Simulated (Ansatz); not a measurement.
Ansatz (a first-principles code) input (B3LYP-D3(BJ)/def2-TZVP):

Ansatz 0.2 input:
```yaml
crystal:
  periodic: [false, false, false]
  atoms:
    - {symbol: Bi, position_ang: [-0.15000000, 0.00000000, 0.00000000]}
    - {symbol: I, position_ang: [0.12350352, -0.00000000, -3.07696770]}
    - {symbol: I, position_ang: [0.12350352, 0.00000000, 3.07696770]}
basis:
  gaussian:
    orbitals: def2-TZVP
hamiltonian:
  xc: b3lyp
  dispersion: d3bj
total_charge: -1
relax: {f_tol: 0.002, max_steps: 150}
```

End of the output:

```
reference -22054.43349662 eV, -810.4854819690 hartree; 37, 37 occupied and 113, 113 virtual orbitals, 1227 factors
relax step   8: F+E_penalty+E_count = -22054.71074985 eV  Δ(F+E_penalty+E_count) = -8.806e-3 eV  max|allowed force component| = 5.813e-2 eV/Å  Δτ_max = 0.1506 Å  (33 SCF iters, accepted)
these checks for a lower state are left out or cut short: starts, cluster_reference, orbital_swaps, neighbouring_geometries, increment
integrals: 0.08 GiB planned
1227 factors; their error is unknown
mean field: 0.71 GiB planned
mean field -22054.44122284 eV, -810.4857659024 hartree, gradient 2.5e-5 eV, S^2 0.000000; 0 other end points of the search recorded, 0 dependent functions left out
the calculation of the forces begins
reference -22054.44143821 eV, -810.4857738170 hartree; 37, 37 occupied and 113, 113 virtual orbitals, 1227 factors
relax step   9: F+E_penalty+E_count = -22054.71338589 eV  Δ(F+E_penalty+E_count) = -2.636e-3 eV  max|allowed force component| = 4.232e-3 eV/Å  Δτ_max = 0.0575 Å  (35 SCF iters, accepted)
these checks for a lower state are left out or cut short: starts, cluster_reference, orbital_swaps, neighbouring_geometries, increment
integrals: 0.08 GiB planned
1227 factors; their error is unknown
mean field: 0.71 GiB planned
mean field evaluation 128: about -22054.4408 eV, gradient 4.2e-4 eV
mean field -22054.44075392 eV, -810.4857486697 hartree, gradient 1.2e-5 eV, S^2 0.000000; 0 other end points of the search recorded, 0 dependent functions left out
the calculation of the forces begins
reference -22054.44096922 eV, -810.4857565817 hartree; 37, 37 occupied and 113, 113 virtual orbitals, 1227 factors
relax step  10: F+E_penalty+E_count = -22054.71342320 eV  Δ(F+E_penalty+E_count) = -3.732e-5 eV  max|allowed force component| = 1.180e-3 eV/Å  Δτ_max = 0.0059 Å  (37 SCF iters, accepted)
integrals: 0.08 GiB planned
1227 factors; their error is unknown
mean field: 0.71 GiB planned
mean field -22054.44075392 eV, -810.4857486697 hartree, gradient 1.2e-5 eV, S^2 0.000000; 1 other end points of the search recorded, 0 dependent functions left out
the calculation of the forces begins
reference -22054.44096922 eV, -810.4857565817 hartree; 37, 37 occupied and 113, 113 virtual orbitals, 1227 factors
Total energy: -22054.71363850 eV, -810.4957769931 hartree
Atom 0 at    -1.202240     0.000000     0.000000 Å, force     0.001180     0.000000    -0.000000 eV/Å
Atom 1 at     0.649623    -0.000000    -2.283296 Å, force    -0.000590     0.000000     0.000897 eV/Å
Atom 2 at     0.649623    -0.000000     2.283296 Å, force    -0.000590    -0.000000    -0.000897 eV/Å
Dipole moment:    -0.485561    -0.000000     0.000000 e Å
```
